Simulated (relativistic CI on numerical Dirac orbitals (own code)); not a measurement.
## V2+ in a cubic cluster: 1s photoemission with charge transfer

Computed with a charge-transfer multiplet model of a cubic metal-ligand cluster with up to 2 ligand holes, Slater and spin-orbit integrals from Dirac-Coulomb-Breit ions, Slater integrals scaled by 0.7. The ground state mixes d3 with configurations of k ligand holes L, whose averages lie at kΔ + k(k − 1)U_dd/2; a core hole lowers each added d electron by U_cd. 20 K, Lorentzian 1.1 eV and Gaussian 0.6 eV FWHM.

Atomic integrals in eV (Slater integrals scaled, ζ unscaled), ground: F2dd 6.242, F4dd 3.880, zeta_d 0.019; with the core hole: F2dd 7.561, F4dd 4.734, zeta_d 0.034, G2cd 0.033.

Cluster parameters (eV): U_dd = 5.6, U_cd = 6.3, 10Dq = 1, 10Dq(ligand) = 1.2, V(eg) = 1.25, V(t2g) = -0.57, final-state hopping factor = 0.9.

```tsv
Case	n_d	d3	d4L	d5L2	S
Δ = 8.2 eV	3.10	0.90	0.09	0.00	1.50
Δ = 9.2 eV	3.08	0.92	0.08	0.00	1.50
Δ = 10.2 eV	3.07	0.94	0.06	0.00	1.50
```

Weights, n_d and S are thermal averages at 20 K. Binding energies count from the first peak over 30 % of the highest in each spectrum, which can be another peak from case to case. The parameters are a model scan and need not match a compound or its usual spin state. Peaks in eV (height, largest 100):
- Δ = 8.2 eV: 0.0 (100), 3.2 (19), 5.0 (11)
- Δ = 9.2 eV: 0.0 (100), 3.7 (13), 5.4 (6)
- Δ = 10.2 eV: 0.0 (100), 4.3 (8)

For the case Δ = 8.2 eV, Δ = 8.2 eV is larger than U_dd = 5.6 eV, the Mott-Hubbard side of the Zaanen-Sawatzky-Allen scheme. With the core hole the configuration with one ligand hole lies at Δ − U_cd = 1.9, 2.9, 3.9 eV from the one without, in the order of the table; where this is negative the screened configuration lies lower, though the effective hopping of about 2.4 eV (from the holes of the mixed ground state) mixes the two strongly wherever it is as large as the gap.
